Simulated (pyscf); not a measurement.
# `[NH2][Zr]([OH])([Cl])[Cl]`, singlet

Gas-phase minimum from PySCF at ωB97X-D3(BJ)/def2-SVP, one conformer. 

SMILES: [OH][Zr]([Cl])([Cl])[NH2]
```xyz
8

N     -1.7157     0.1011    -1.2753
Zr     0.0261     0.6793    -0.4723
O      1.0255    -0.9096    -0.2026
Cl    -0.4087     1.8137     1.5559
Cl     1.0893     2.1803    -1.9582
H     -2.4677     0.7388    -1.5357
H     -2.0052    -0.8512    -1.4901
H      1.6555    -1.6004     0.0078
```
Charge 0, spin multiplicity 1.

Bonds (Å): N1–Zr2 2.003, N1–H6 1.020, N1–H7 1.018, Zr2–O3 1.896, Zr2–Cl4 2.364, Zr2–Cl5 2.365, O3–H8 0.958. Angles (°): Zr2–N1–H6 124.3, Zr2–N1–H7 127.0, H6–N1–H7 108.7, N1–Zr2–O3 105.9, N1–Zr2–Cl4 108.8, N1–Zr2–Cl5 108.8, O3–Zr2–Cl4 112.1, O3–Zr2–Cl5 112.6, Cl4–Zr2–Cl5 108.5, Zr2–O3–H8 169.0.

Properties at ωB97X-D3(BJ)/def2-SVP:

```
Property                                                                                                                                                                                                         Result
---------------------------------------------------------------------------------------------------------------------  ------------------------------------------------------------------------------------------------
Harmonic wavenumbers, unscaled                                                                                         99, 103, 123, 144, 167, 243, 323, 365, 387, 417, 481, 515, 684, 766, 1509, 3573, 3666, 4010 cm⁻¹
Zero-point energy                                                                                                                                                                                         25.1 kcal/mol
Rotational symmetry number                                                                                                                                                                                            1
Entropy of this conformer at 298 K and 1 atm, rigid rotor and harmonic oscillator, modes under 100 cm⁻¹ raised to 100                                                                                   392.3 J/(mol K)
Dipole moment                                                                                                                                                                                                    3.84 D
```

Single-point totals, which compare only within one level:

```tsv
level	total energy (hartree)
ωB97X-D3(BJ)/def2-TZVP	-1099.67748
PBE/def2-TZVP	-1099.09521
r²SCAN/def2-TZVP	-1099.50402
B3LYP-D3(BJ)/def2-TZVP	-1099.66603
PBE0-D3(BJ)/def2-TZVP	-1099.14833
M06-2X/def2-TZVP	-1099.42189
ωB97M-D3(BJ)/def2-TZVP	-1099.69096
```

Soft torsions are taken as harmonic, which can shift the entropy by several J/(mol K). Elements past Kr carry the def2 core potentials, without spin-orbit coupling.
